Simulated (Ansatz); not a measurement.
Mulliken charges of `FC1=N[SiH2]1` from r2SCAN/def2-TZVPP in Ansatz (PBE0-D4/def2-TZVP geometry).

| atom | x (Å) | y (Å) | z (Å) | charge (e) |
| --- | --- | --- | --- | --- |
| F1 | 1.423 | -1.608 | 0.852 | -0.152 |
| C2 | 0.513 | -0.815 | 0.334 | 0.172 |
| N3 | -0.624 | -1.111 | -0.125 | -0.275 |
| Si4 | -0.284 | 0.655 | -0.234 | 0.369 |
| H5 | 0.002 | 1.243 | -1.558 | -0.057 |
| H6 | -0.987 | 1.573 | 0.685 | -0.057 |

Q: By hand: the dipole of these point charges (1 e Å = 4.8032 D).

A: Σ q r = (-0.005, 0.491, -0.074) e Å, of length 0.497 e Å = 2.39 D.

Q: How does the dipole of the full density compare? (Estimate.)

A: The calculation gave: (0.035, 0.524, -0.062) e Å, 2.54 D; the point charges give 0.94 times that, at 5° from its direction.

Point charges leave out the atoms' own dipoles, such as those of lone pairs, and Mulliken's split depends on the basis, so the close match here is no proof of good charges.
